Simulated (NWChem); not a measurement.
# C2H6O2Si; SMILES [SiH2](C(O)=O)C

```xyz
11

C      0.6268     2.1069     0.2210
Si    -0.6796     0.8053    -0.1383
C      0.1655    -0.9261    -0.0190
O      1.3596    -1.1095    -0.1417
O     -0.7030    -1.9505     0.1872
H      0.2387     3.1171     0.0506
H      0.9681     2.0437     1.2599
H      1.4964     1.9555    -0.4269
H     -1.2044     0.9145    -1.5262
H     -1.8232     0.8612     0.8091
H     -0.1674    -2.7716     0.1944
```
Atoms are numbered in this order, from 1.

Computed with NWChem. Coordinates come from a B3LYP/6-31G* (spherical d) optimisation.

For level PBE0/def2-TZVP:

```yaml
highest occupied level (eV): -7.83
orbital gap (eV): 7.11
dipole (D): 1.03
```

Problem. What are these values for level PBE/def2-TZVP?

Solution. 
* **highest occupied level (eV)**: -6.31
* **orbital gap (eV)**: 4.53
* **dipole (D)**: 0.89
